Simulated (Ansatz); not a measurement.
```yaml
crystal:
  periodic: [false, false, false]
  atoms:
    - {symbol: Te, position_ang: [-1.295276, 1.622851, -1.818764]}
    - {symbol: Si, position_ang: [-0.538446, 0.546468, 0.258698]}
    - {symbol: C, position_ang: [0.345500, -1.096477, 0.240855]}
    - {symbol: C, position_ang: [1.241705, 0.159096, 0.450049]}
    - {symbol: H, position_ang: [-2.587393, 0.710026, -1.919996]}
    - {symbol: H, position_ang: [-1.301322, 0.898675, 1.536039]}
    - {symbol: H, position_ang: [0.236231, -1.750982, 1.096018]}
    - {symbol: H, position_ang: [0.404177, -1.590753, -0.685583]}
    - {symbol: H, position_ang: [1.886149, 0.367040, -0.407664]}
    - {symbol: H, position_ang: [1.734722, 0.230614, 1.394495]}
basis:
  gaussian: {orbitals: def2-mTZVPP, nuclear_model: gaussian}
hamiltonian: {xc: {name: M06-2X}}
output: {forces: true}
```

```sh
$ ansatz run in.yaml --threads 4 --pin off --events-out ev --progress --plain --max-ram 10444MiB
```

It prints (some lines left out):

```
Error: YAML parse error: error: line 16 column 19: hamiltonian.xc: no functional is named "M06-2X"; the names, which are not case-sensitive, are SVWN5, SPW92, PBE, PBE0, PBEsol, revPBE, revPBE0, RPBE, rPW86-PBE, HSE06, wPBEh, LC-wPBE, HISS, HF, BLYP, B3LYP, B3LYP5, BHLYP, CAM-B3LYP, r2SCAN, r2SCANh, r2SCAN0, r2SCAN50, m-r2SCAN, B97, wB97, wB97X, wB97X-V, B97M-V, wB97M-V, B2PLYP, B2GP-PLYP, PBE0-DH, PBE-QIDH
14 | basis:
15 |   gaussian: {orbitals: def2-mTZVPP, nuclear_model: gaussian}
16 | hamiltonian: {xc: {name: M06-2X}}
17 | output: {forces: true}
```

Q: What is wrong with this run?

A: The method's name isn't one that the program takes here. The input was rejected before any iteration.

HSE06 is defined as in plane-wave codes.
